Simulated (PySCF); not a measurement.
A made-up structure of AlH3SeO, singlet:

Al1  (-1.022, -0.002, -0.627)
O2  (0.121, 0.627, 0.479)
Se3  (1.276, -0.338, 1.450)
H4  (-1.135, -1.564, -0.833)
H5  (1.209, -1.604, 2.271)
H6  (2.488, 0.142, 0.759)
(Å)

It is relaxed with PBE-D4/def2-SVP and then PBE0-D4/def2-TZVP (PySCF 2.14 with density fitting (its default auxiliary sets; JK sets also for MP2 and CCSD(T))). Atoms count as bonded within 1.22 times the sum of their covalent radii (H–H: 0.88 Å). The end point is not checked to be a true minimum.

Does its bonding change? (A judgement: the text doesn't fix the answer.)

The calculation gives: Yes. Formed: Al1–Se3; broken: O2–Se3.

Where it ends: The first stage lowers the energy by 3.44 eV in 25 steps. It ends as AlH₃SeO ([O][AlH][SeH2]):
Al1  (-0.529, -0.093, -0.234)
O2  (-0.076, 1.440, -0.049)
Se3  (1.033, -0.765, 1.760)
H4  (-1.305, -1.334, -0.817)
H5  (1.678, -2.089, 1.627)
H6  (2.110, -0.083, 1.039)
(Å)

Labels in which every atom is bracketed show which atoms are joined, not bond orders.

For scale, one of the runs: PBE0-D4/def2-TZVP relaxation, 134 basis functions, launched by `OMP_NUM_THREADS=2 python run.py`. Time: 100 s of wall clock on 2 CPU threads of an Intel Xeon; the host was shared. Peak host memory: 1.2 GiB.
